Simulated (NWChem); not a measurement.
Species: N2H4Se; SMILES N[Se]N

```xyz
7

Se     0.0000     0.0000     0.4106
N     -1.5286     0.0000    -0.6461
H     -1.6220    -0.8409    -1.2287
H     -1.6220     0.8409    -1.2287
N      1.5286     0.0000    -0.6461
H      1.6220     0.8409    -1.2287
H      1.6220    -0.8409    -1.2287
```
Atoms are numbered in this order, from 1.

All runs: NWChem. Coordinates come from a PBE-D3(BJ)/def2-SVP optimisation. Vertical excitations in the gas phase; the lowest state need not have the same character in each row.

### Question
Order these by “lowest excitation, singlet (eV)”, lowest first: LDA (Slater exchange, VWN5)/aug-cc-pVDZ, TDA; PBE0/aug-cc-pVDZ, TDA; B3LYP/aug-cc-pVDZ, TDA.

### Answer
LDA (Slater exchange, VWN5)/aug-cc-pVDZ, TDA (4.29), B3LYP/aug-cc-pVDZ, TDA (4.59), PBE0/aug-cc-pVDZ, TDA (4.83)
